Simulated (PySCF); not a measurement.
**First hyperpolarisability of 1-chloro-4-cyclopropylbenzene (SMILES Clc1ccc(C2CC2)cc1)**

Theory: quadratic response CAM-B3LYP/aug-cc-pVDZ first hyperpolarisability, Taylor convention, gas phase (PySCF 2.14.0). Geometry: PBE0-D3(BJ)/def2-SVP.

Input:
```
{"job": {"kind": "beta", "xc": "CAM-B3LYP", "basis": "aug-cc-pVDZ"}, "charge": 0, "multiplicity": 1}
Cl     5.212071    -0.172944     0.205358
C      3.492937     0.045767     0.149528
C      2.952800     1.325275     0.247945
C      1.570949     1.487867     0.201442
C      0.707798     0.395243     0.058014
C     -0.760513     0.614300     0.012171
C     -1.651744    -0.231860    -0.861559
C     -1.720234    -0.376321     0.621293
C      1.280648    -0.880656    -0.038258
C      2.658681    -1.061990     0.006264
H      3.614449     2.185749     0.360059
H      1.151454     2.494374     0.278948
H     -1.045245     1.666647     0.101558
H     -2.476514     0.264128    -1.379828
H     -1.172135    -1.025862    -1.441153
H     -1.288778    -1.271418     1.078503
H     -2.593234     0.018007     1.147818
H      0.643203    -1.761640    -0.151155
H      3.093889    -2.059801    -0.069602
```
Coordinates are in Å.

Command: `OMP_NUM_THREADS=1 python excited_run.py task.json out`

(1) Show the output.

## Answers

(1) DR is the depolarisation ratio; parallel is 3/5 of the vector part along the dipole.
```
coarse grid: 16984 points
cycle   1  E = -808.3218623827  dE =  2.083e+00  |g| = 3.553e-01  |ddm| = 6.515e+01
cycle   2  E = -808.3354650778  dE = -1.360e-02  |g| = 3.283e-01  |ddm| = 6.369e+00
cycle   3  E = -808.3603222626  dE = -2.486e-02  |g| = 7.680e-02  |ddm| = 2.650e+00
cycle   4  E = -808.3616657162  dE = -1.343e-03  |g| = 3.713e-02  |ddm| = 7.444e-01
cycle   5  E = -808.3620252485  dE = -3.595e-04  |g| = 7.473e-03  |ddm| = 3.293e-01
cycle   6  E = -808.3620391114  dE = -1.386e-05  |g| = 1.608e-03  |ddm| = 8.364e-02
cycle   7  E = -808.3620399113  dE = -7.998e-07  |g| = 6.068e-04  |ddm| = 1.904e-02
final grid: 160968 points
cycle   8  E = -808.3953191544  dE = -3.426e-05  |g| = 4.489e-03  |ddm| = 1.006e+00
cycle   9  E = -808.3953200665  dE = -9.121e-07  |g| = 4.267e-03  |ddm| = 1.171e-01
cycle  10  E = -808.3953249295  dE = -4.863e-06  |g| = 2.593e-04  |ddm| = 4.351e-02
cycle  11  E = -808.3953249422  dE = -1.268e-08  |g| = 1.869e-04  |ddm| = 4.590e-03
cycle  12  E = -808.3953249506  dE = -8.420e-09  |g| = 3.424e-05  |ddm| = 2.752e-03
cycle  13  E = -808.3953249509  dE = -3.167e-10  |g| = 1.139e-05  |ddm| = 4.535e-04
converged SCF energy = -808.3953249509

Lowest singlets (eV, f): 5.0637 0.0123  5.6001 0.2473  5.9407 0.0039

First hyperpolarisability (au)
process     nm      |vector|   parallel      HRS      DR
static         -       33.70      20.02      29.49   1.875
shg       1907.0       37.20      22.08      31.46    1.91
eope      1907.0       34.82      20.68          -       -
shg       1064.0       46.68      27.63      36.72   1.996
eope      1064.0       37.47      22.23          -       -
```

It took 120 s wall time on 1 thread of an Arm Neoverse V1, shared host, peak memory 1.4 GiB.
